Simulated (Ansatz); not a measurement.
Molecule: C4H10N, net charge 0, doublet state. It need not be the lowest isomer of its formula. SMILES: N(CC)C[CH2]
Structure (B3LYP-D3(BJ)/def2-TZVP (Ansatz, a quantum-chemistry and plane-wave program) minimum search):
```xyz
15

C      2.3639    -0.5061     0.0938
C      1.0524     0.0975     0.4220
N      0.1054    -0.0392    -0.6785
C     -1.1919     0.5890    -0.4457
C     -2.0697    -0.2216     0.5000
H      2.4097    -1.3584    -0.5702
H      3.2547    -0.2117     0.6300
H      1.1888     1.1496     0.7349
H      0.6228    -0.4080     1.3007
H      0.5250     0.3447    -1.5163
H     -1.0880     1.6158    -0.0546
H     -1.6914     0.6695    -1.4136
H     -1.6374    -0.2847     1.4999
H     -2.1968    -1.2368     0.1214
H     -3.0535     0.2417     0.5975
```
Charge 0, spin multiplicity 2.

Atomisation energy built up term by term with Ansatz (kcal/mol; UHF references for open shells; valence terms freeze the core; atomic spin-orbit terms are left out). CBS(X,Y): correlation extrapolated as X^-3; Hartree-Fock from the larger set.

```json
[
 {"term": "Hartree-Fock", "basis": "cc-pVQZ", "kcal/mol": "1002.28"},
 {"term": "CCSD correlation", "basis": "CBS(cc-pVTZ,cc-pVQZ)", "kcal/mol": "329.56"},
 {"term": "(T)", "basis": "CBS(cc-pVTZ,cc-pVQZ)", "kcal/mol": "18.14"},
 {"term": "core correlation", "basis": "cc-pwCVTZ", "kcal/mol": "5.05"},
 {"term": "scalar relativity (X2C)", "basis": "cc-pVTZ-DK against cc-pVTZ", "kcal/mol": "-1.02"},
 {"term": "sum: De", "basis": "", "kcal/mol": "1354.0"}
]
```

(T) makes 1.3 % of the CCSD(T) atomisation energy; under 5 % is typical of single-reference molecules.
